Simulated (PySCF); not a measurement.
NMR data simulated for an unnamed compound:

¹H NMR (500 MHz, computed): δ 5.45 (br s, 1H), 5.04 (s, 2H), 4.92 (s, 6H), 4.56 (s, 3H).

¹³C{¹H} NMR (computed): δ 198.6 (C).

Theoretical values (PySCF 2.14): σ from GIAO-PBE0/pcSseg-1, structure optimised with GFN2-xTB. One computed conformer, no solvent model, non-relativistic Hamiltonian, averaged over atoms made equivalent by symmetry, fast rotation or ring inversion.

Referencing at the same level of theory: ¹H, ¹³C vs TMS.

**Question.** Which of these does the molecule contain: a CF3 group, an NH or NH2 group, an S-methyl group, a Si–CH3 group, a Si–H bond?

**Answer.** 
- A CF3 group: no.
- An NH or NH2 group: yes (δH 5.45 (br s)).
- An S-methyl group: no.
- A Si–CH3 group: no.
- A Si–H bond: yes (δH 4.56 (s)).

The data belong to `O=C(N[SiH3])[SiH2]N([SiH3])[SiH3]`, CH$_{12}$N$_{2}$OSi$_{4}$; they needn't prove each group on their own.

Carbon signals by region: 1 in the far downfield region (above 160 ppm). Above 160 ppm: 198.6, carbonyl carbon.

OH/NH shifts are gas-phase values; hydrogen bonding in solution moves them, usually downfield. Shifts are as computed. Against solution values, carbons near 30 ppm lie about +3 ppm off and those near 130 ppm about +5 ppm. Of 1211 compounds with measured shifts, 218 miss one by over three times the rms of a fit or turn the order of signals round; such compounds aren't used in these exercises. Hydrogen bonding in solution deshields acid and N–H amide carbonyl carbons by as much as 10 ppm beyond these values. Multiplicities follow the n + 1 count of equivalent neighbours, as no J values were calculated; m marks all less simple cases, F and P coupling included.
